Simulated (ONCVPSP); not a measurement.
# gold (Au): one change to an ONCV potential, before and after

```json
{
 "Element": "Au",
 "Generator": "ONCVPSP 4.0.1",
 "Type": "optimised norm-conserving Vanderbilt (ONCV)",
 "Functional": "PBE",
 "Relativity": "scalar-relativistic",
 "Frozen core": "[Kr] 4d10 4f14",
 "Valence charge": "19",
 "Reference configuration": "5s2 5p6 5d10 6s0.5 6p0.5",
 "Partial waves": "5s+6s: rc 1.35 bohr, ncon 4, nbas 9, qcut 7.9 1/bohr, 2 projectors; 5p+6p: rc 1.95 bohr, ncon 5, nbas 9, qcut 7.7 1/bohr, 2 projectors; 5d: rc 1.60 bohr, ncon 4, nbas 8, qcut 5.1 1/bohr, 2 projectors, debl 2.7 Ha",
 "Local potential": "polynomial inside 1.15 bohr (lpopt 4, dvloc0 0 Ha)",
 "Core correction": "Teter function, fcfact 2.25, rcfact 1.4"
}
```

Change: fully relativistic.

Cutoffs: the cutoffs (Ha) at which the residual kinetic energy of the hardest occupied pseudo-wave falls to 1 and 0.1 mHa per electron; they do not see the model core or the augmentation charge, which bear on the density cutoff. Errors are all-electron minus pseudo energies relative to the spin-unpolarised reference configuration.

Problem. Predict the effect on cutoff, ghosts and configuration errors.

Solution. The potential gets neither clearly harder nor softer (73 Ha and 91 Ha → 76 Ha and 93 Ha); the bound ghost in d disappears; of the 3 tests that both files solve, the error grows in 0 and shrinks in 3 by more than 15 % and 0.3 meV (median size 2.6 → 0.2 meV).

```csv
quantity,base,changed
"cutoff, loose",73 Ha,76 Ha
"cutoff, tight",91 Ha,93 Ha
loose cutoff by channel,"s 27 Ha, p 16 Ha, d 73 Ha","s 27 Ha, p 18 Ha, d 76 Ha"
bound ghosts,d,none
GHOST(+) flags under 300 eV,none,none
tests with a reliable result,3 of 4,3 of 4
"error for 5s2 5p6 5d10 6s1 6p0, meV [ΔE -2.55 → -2.53 eV]",+0.7,-0.2
"error for 5s2 5p6 5d10 6s0 6p0, meV [ΔE 6.86 → 6.90 eV]",-2.6,0.0
"error for 5s2 5p6 5d9 6s2 6p0, meV [ΔE -0.86 → -0.82 eV]",+11,-3.2
s: phases at 1.37 bohr within 0.05 rad from the reference energy up to (Ha; the scan ends near 5),to the end of the scan,to the end of the scan
"rms error of d²Exc/dni dnj with the model core, mHa",0.94,4.07
```

 A true bound ghost makes a file unfit for plane-wave use even where its test errors are small: the radial tests pick states by their node count and pass the ghost by.
